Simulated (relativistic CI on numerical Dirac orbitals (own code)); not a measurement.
# Energy levels of Ga8+

Computed by Dirac-Coulomb-Breit CI, KLI orbitals optimised for each configuration, model QED (radiative potential, 1s self-energy scaled to tabulated hydrogen-like ionisation energies), unscaled Slater integrals (own radial code, finite nucleus).

CI space (outside the closed core [Ne]): 3s²3p⁶3d⁵, 3s²3p⁵3d⁶, 3s²3p⁶3d⁴4s, 3s3p⁶3d⁶, 3s²3p⁶3d⁴4p, 3s²3p⁶3d⁴4d, 3s²3p⁶3d³4s4p, 3s²3p⁶3d⁴4f, 3s²3p⁶3d⁴5s, 3s²3p⁶3d⁴5p, 3s²3p⁶3d⁴5d, 3s²3p⁶3d³4p4d, 3s²3p⁵3d⁵4s, 3s²3p⁶3d⁴5f, 3s²3p⁶3d⁴6s, 3s²3p⁶3d⁴5g, 3s²3p⁶3d⁴6p, 3s²3p⁶3d⁴6d, 3s²3p⁵3d⁵4p, 3s3p⁶3d⁵4s, 3s²3p⁵3d⁵5s, 3s3p⁶3d⁵4p, 3s3p⁶3d⁵5s, 3s3p⁶3d⁵6s, 3s²3p⁶3d³4s², 3s²3p⁶3d²4s²4p, 3s²3p⁶3d²4s²4d, 3s²3p⁶3d²4s²4f, 3p⁶3d⁷, 3p⁵3d⁸, 3s²3p⁶3d³4p², 3s²3p⁶3d²4s4p², 3s²3p⁶3d²4p³, 3s²3p⁶3d²4p²4d, 3s²3p⁶3d²4p²4f, 3s3p⁶3d⁴4s², 3s3p⁶3d³4s²4p, 3s3p⁶3d³4s²4d, 3s3p⁶3d³4s²4f. Double excitations out of closed p, d and f shells are left out; levels of such configurations are missing from the list, as are those of other unlisted configurations, and high levels can miss mixing partners. These lack a partner that the ground configuration has and come out too high: 3s²3p⁵3d⁵4s, 3s²3p⁵3d⁵4p, 3s²3p⁵3d⁵5s.

The lowest level is 3s²3p⁶3d⁵ ⁶S5/2, with 99 % of that term; Hund's rules for 3s²3p⁶3d⁵ give ⁶S with J = 5/2, in agreement.

```
No.  Configuration  Term     J  E (cm⁻¹)    %  Landé g                jj configuration (%)
  1      3s²3p⁶3d⁵    ⁶S   5/2         0   99    1.999                3d3/2^2 3d5/2^3 (43)
  2      3s²3p⁶3d⁵    ⁴G  11/2     59751   99    1.271                3d3/2^2 3d5/2^3 (51)
  3      3s²3p⁶3d⁵    ⁴G   5/2     59814   98    0.575                3d3/2^2 3d5/2^3 (39)
  4      3s²3p⁶3d⁵    ⁴G   7/2     59963   99    0.985                3d3/2^2 3d5/2^3 (42)
  5      3s²3p⁶3d⁵    ⁴G   9/2     59986   99    1.171                3d3/2^2 3d5/2^3 (66)
  6      3s²3p⁶3d⁵    ⁴P   5/2     66427   79    1.550                          3d5/2 (37)
  7      3s²3p⁶3d⁵    ⁴P   3/2     67069   84    1.645                3d3/2^3 3d5/2^2 (50)
  8      3s²3p⁶3d⁵    ⁴P   1/2     67782   93    2.495                3d3/2^2 3d5/2^3 (53)
  9      3s²3p⁶3d⁵    ⁴D   7/2     72740   98    1.425                3d3/2^2 3d5/2^3 (56)
 10      3s²3p⁶3d⁵    ⁴D   1/2     73662   93    0.170                3d3/2^2 3d5/2^3 (79)
 11      3s²3p⁶3d⁵    ⁴D   5/2     74132   81    1.407                3d3/2^2 3d5/2^3 (36)
 12      3s²3p⁶3d⁵    ⁴D   3/2     74137   83    1.280                  3d3/2 3d5/2^4 (51)
 13      3s²3p⁶3d⁵    ²I  11/2     86396   97    0.927                3d3/2^2 3d5/2^3 (49)
 14      3s²3p⁶3d⁵    ²I  13/2     86730  100    1.076               3d3/2^2 3d5/2^3 (100)
 15      3s²3p⁶3d⁵    ²D   5/2     92460   61    1.083                          3d5/2 (32)
 16      3s²3p⁶3d⁵    ²D   3/2     94638   86    0.748                3d3/2^2 3d5/2^3 (62)
 17      3s²3p⁶3d⁵    ²F   7/2     97266   84    1.144                3d3/2^3 3d5/2^2 (42)
 18      3s²3p⁶3d⁵    ⁴F   9/2     99197   88    1.304                3d3/2^2 3d5/2^3 (46)
 19      3s²3p⁶3d⁵    ⁴F   5/2     99701   79    1.001                3d3/2^2 3d5/2^3 (70)
 20      3s²3p⁶3d⁵    ⁴F   7/2    100186   83    1.222                  3d3/2 3d5/2^4 (54)
 21      3s²3p⁶3d⁵    ⁴F   3/2    101142   86    0.456                  3d3/2 3d5/2^4 (48)
 22      3s²3p⁶3d⁵    ²F   5/2    102682   48    1.005                        3d5/2^5 (54)
 23      3s²3p⁶3d⁵    ²H   9/2    104597   68    0.988                3d3/2^2 3d5/2^3 (73)
 24      3s²3p⁶3d⁵    ²H  11/2    106640   97    1.086                  3d3/2 3d5/2^4 (66)
 25      3s²3p⁶3d⁵    ²G   7/2    107571   95    0.901                3d3/2^2 3d5/2^3 (72)
 26      3s²3p⁶3d⁵    ²G   9/2    109559   64    1.060                  3d3/2 3d5/2^4 (66)
 27      3s²3p⁶3d⁵    ²F   5/2    114810   96    0.864                3d3/2^2 3d5/2^3 (57)
 28      3s²3p⁶3d⁵    ²F   7/2    115416   96    1.143                  3d3/2 3d5/2^4 (42)
 29      3s²3p⁶3d⁵    ²S   1/2    125796   99    2.000                3d3/2^3 3d5/2^2 (40)
 30      3s²3p⁶3d⁵    ²D   3/2    140551   99    0.799                3d3/2^3 3d5/2^2 (35)
 31      3s²3p⁶3d⁵    ²D   5/2    140908   98    1.196                  3d3/2 3d5/2^4 (36)
 32      3s²3p⁶3d⁵    ²G   9/2    156218  100    1.110                3d3/2^2 3d5/2^3 (82)
 33      3s²3p⁶3d⁵    ²G   7/2    156384   99    0.889                3d3/2^2 3d5/2^3 (49)
 34      3s²3p⁶3d⁵    ²P   3/2    189178   98    1.325                3d3/2^2 3d5/2^3 (74)
 35      3s²3p⁶3d⁵    ²P   1/2    189470   99    0.669                3d3/2^2 3d5/2^3 (46)
 36      3s²3p⁶3d⁵    ²D   5/2    205835  100    1.199                3d3/2^2 3d5/2^3 (83)
 37      3s²3p⁶3d⁵    ²D   3/2    206160   98    0.806                  3d3/2 3d5/2^4 (50)
 38      3d⁴(5D)4s    ⁶D   1/2    630858   98    3.330             3d3/2^2 3d5/2^2 4s (44)
 39      3d⁴(5D)4s    ⁶D   3/2    631555   99    1.866               3d3/2^3 3d5/2 4s (46)
 40      3d⁴(5D)4s    ⁶D   5/2    632633   99    1.656             3d3/2^2 3d5/2^2 4s (63)
 41      3d⁴(5D)4s    ⁶D   7/2    634008   99    1.586             3d3/2^2 3d5/2^2 4s (46)
 42      3d⁴(5D)4s    ⁶D   9/2    635610   99    1.554               3d3/2 3d5/2^3 4s (44)
 43      3d⁴(5D)4s    ⁴D   1/2    647731   98    0.008               3d3/2^3 3d5/2 4s (35)
 44     3p⁵3d⁶(5D)   ⁶F°  11/2    648368  100    1.454        3p3/2^3 3d3/2^3 3d5/2^3 (47)
 45      3d⁴(5D)4s    ⁴D   3/2    648793   98    1.201             3d3/2^2 3d5/2^2 4s (51)
 46      3d⁴(5D)4s    ⁴D   5/2    650345   99    1.370             3d3/2^2 3d5/2^2 4s (51)
 47      3d⁴(5D)4s    ⁴D   7/2    652229   98    1.426               3d3/2 3d5/2^3 4s (43)
 48     3p⁵3d⁶(5D)   ⁶F°   9/2    654901   91    1.443        3p3/2^3 3d3/2^3 3d5/2^3 (47)
 49     3p⁵3d⁶(5D)   ⁶F°   7/2    660994   85    1.419        3p3/2^3 3d3/2^2 3d5/2^4 (51)
 50     3p⁵3d⁶(5D)   ⁶F°   5/2    666392   78    1.377        3p3/2^3 3d3/2^3 3d5/2^3 (34)
 51     3p⁵3d⁶(5D)   ⁶F°   3/2    671145   74    1.250        3p3/2^3 3d3/2^2 3d5/2^4 (42)
 52     3p⁵3d⁶(5D)   ⁶D°   9/2    673263   85    1.528        3p3/2^3 3d3/2^3 3d5/2^3 (41)
 53     3p⁵3d⁶(5D)   ⁶F°   1/2    674996   74    0.279  3p1/2 3p3/2^4 3d3/2^2 3d5/2^4 (29)
 54      3d⁴(3H)4s    ⁴H   7/2    677140   93    0.685               3d3/2^3 3d5/2 4s (41)
 55      3d⁴(3P)4s    ⁴P   1/2    677281   94    2.613                     3d3/2^4 4s (47)
 56     3p⁵3d⁶(3P)   ⁴P°   5/2    677540   43    1.565        3p3/2^3 3d3/2^3 3d5/2^3 (28)
 57      3d⁴(3H)4s    ⁴H   9/2    677729   91    0.987             3d3/2^2 3d5/2^2 4s (55)
 58     3p⁵3d⁶(5D)   ⁶D°   7/2    678601   80    1.545        3p3/2^3 3d3/2^3 3d5/2^3 (41)
 59      3d⁴(3H)4s    ⁴H  11/2    678640   95    1.137             3d3/2^2 3d5/2^2 4s (76)
 60      3d⁴(3H)4s    ⁴H  13/2    679612   98    1.229             3d3/2^2 3d5/2^2 4s (50)
 61     3p⁵3d⁶(5D)   ⁶D°   3/2    679651   49    1.635        3p3/2^3 3d3/2^3 3d5/2^3 (40)
 62     3p⁵3d⁶(5D)   ⁶D°   1/2    679669   52    2.212        3p3/2^3 3d3/2^2 3d5/2^4 (35)
 63      3d⁴(3P)4s    ⁴P   3/2    680624   96    1.722               3d3/2^3 3d5/2 4s (36)
 64      3d⁴(3F)4s    ⁴F   5/2    682482   82    0.952             3d3/2^2 3d5/2^2 4s (56)
 65      3d⁴(3F)4s    ⁴F   7/2    682701   78    1.178             3d3/2^2 3d5/2^2 4s (49)
 66      3d⁴(3F)4s    ⁴F   3/2    682710   98    0.402             3d3/2^2 3d5/2^2 4s (53)
 67      3d⁴(3F)4s    ⁴F   9/2    682997   78    1.284               3d3/2^3 3d5/2 4s (38)
 68      3d⁴(3P)4s    ⁴P   5/2    685400   97    1.594               3d3/2 3d5/2^3 4s (40)
 69      3d⁴(3G)4s    ⁴G   5/2    686676   77    0.662             3d3/2^2 3d5/2^2 4s (46)
 70      3d⁴(3H)4s    ²H   9/2    687948   87    0.948             3d3/2^2 3d5/2^2 4s (67)
```

Energies count from the lowest computed level; ° marks odd parity. Percentages are summed over parent terms; the parents shown are those of the largest component, closed shells are left out there. Filled j subshells are mostly left out of the jj labels.

The mean weight of the leading LS term, summed over parents, in these 70 levels is 88 %, and that of the leading jj configuration (from the same eigenvectors) 51 %, so LS coupling describes them better.

At this charge configurations can still be misplaced by up to about 7 % of their energy. Terms inside the open d or f shell come out 10 to 20 % too wide with unscaled integrals.
